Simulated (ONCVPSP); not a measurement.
# Varying the ONCV potential for Rb (Z = 37)

Base potential:

ONCVPSP 4.0.1 input, shortened (lines: element, Z, core and valence counts, functional; n l f; lmax; l rc ep ncon nbas qcut; lloc lpopt rc5 dvloc0; l nproj debl; icmod fcfact rcfact), PBE, scalar-relativistic:

```
  Rb 37.00    6    3        4      upf
    1    0    2.00
    2    0    2.00
    2    1    6.00
    3    0    2.00
    3    1    6.00
    3    2   10.00
    4    0    2.00
    4    1    6.00
    5    0    1.00
    2
    0    2.75    0.00    4    8    3.30
    1    1.75    0.00    4    9    5.40
    2    2.95    0.12    4    9    3.20
    4    5    1.70   -1.00
    0    2    0.90
    1    2    2.20
    2    3    1.20
    3    5.25    1.00
```

Cutoffs, loose and tight: the cutoffs (Ha) at which the residual kinetic energy of the hardest occupied pseudo-wave falls to 1 and 0.1 mHa per electron. They do not see the model core or the augmentation charge, which bear on the density cutoff. Test errors are all-electron minus pseudo excitation energies from the reference, over the configurations 4s2 4p6 5s0; 4s2 4p6 5s0.5; 4s2 4p6 5s0 5p1; 4s1 4p6 5s1. A dash means not determined; rows that change the core or the reference have their own tests.

```tsv
change	outcome	cutoff, loose	cutoff, tight	bound ghosts	GHOST(+) flags above zero	largest test error (meV)
base	generated	11 Ha	23 Ha	none	none	-307
all radii but the core radius scaled by about 0.77 (s 2.10, p 1.34, d 2.26 bohr); local potential polynomial inside 1.30 bohr (lpopt 5, dvloc0 -1 Ha)	generated	17 Ha	89 Ha	none	s	-194
all radii but the core radius scaled by about 0.85 (s 2.34, p 1.48, d 2.52 bohr); local potential polynomial inside 1.44 bohr (lpopt 5, dvloc0 -1 Ha)	generated	15 Ha	99 Ha	none	s	-251
all radii but the core radius scaled by about 0.92 (s 2.52, p 1.60, d 2.70 bohr); local potential polynomial inside 1.56 bohr (lpopt 5, dvloc0 -1 Ha)	generated	13 Ha	63 Ha	none	s	-283
all radii but the core radius scaled by about 0.96 (s 2.64, p 1.68, d 2.84 bohr); local potential polynomial inside 1.64 bohr (lpopt 5, dvloc0 -1 Ha)	generated	12 Ha	39 Ha	none	s	-297
all radii but the core radius scaled by about 1.03 (s 2.84, p 1.80, d 3.04 bohr); local potential polynomial inside 1.76 bohr (lpopt 5, dvloc0 -1 Ha)	generated	10 Ha	16 Ha	none	none	-310
all radii but the core radius scaled by about 1.08 (s 2.96, p 1.88, d 3.18 bohr); local potential polynomial inside 1.84 bohr (lpopt 5, dvloc0 -1 Ha)	generated	7.6 Ha	14 Ha	none	none	-313
all radii but the core radius scaled by about 1.14 (s 3.14, p 2.00, d 3.38 bohr); local potential polynomial inside 1.94 bohr (lpopt 5, dvloc0 -1 Ha)	generated	6.4 Ha	12 Ha	none	none	-307
all radii but the core radius scaled by about 1.28 (s 3.50, p 2.24, d 3.76 bohr); local potential polynomial inside 2.16 bohr (lpopt 5, dvloc0 -1 Ha)	generated	6.5 Ha	7.8 Ha	none	none	-266
all radii but the core radius scaled by about 1.34 (s 3.68, p 2.34, d 3.94 bohr); local potential polynomial inside 2.28 bohr (lpopt 5, dvloc0 -1 Ha)	generated	6.7 Ha	8.1 Ha	none	none	-234
```

(1) What comes out with this change to the base: all radii but the core radius scaled by about 1.19 (s 3.28, p 2.10, d 3.52 bohr); local potential polynomial inside 2.04 bohr (lpopt 5, dvloc0 -1 Ha)?

Results:

(1) outcome: generated; cutoff, loose: 6.4 Ha; cutoff, tight: 8.5 Ha; bound ghosts: none; GHOST(+) flags above zero: none; largest test error (meV): -297.

Reading the sweep of the scale of all radii but the core radius (base = 1) (base included, trends over the rows without a ghost): The loose cutoff is not monotonic: lowest 6.4 Ha at 1.19, highest 17 Ha at 0.77. The median size of the test errors (rows with all tests solved) stays near 0.4 meV.
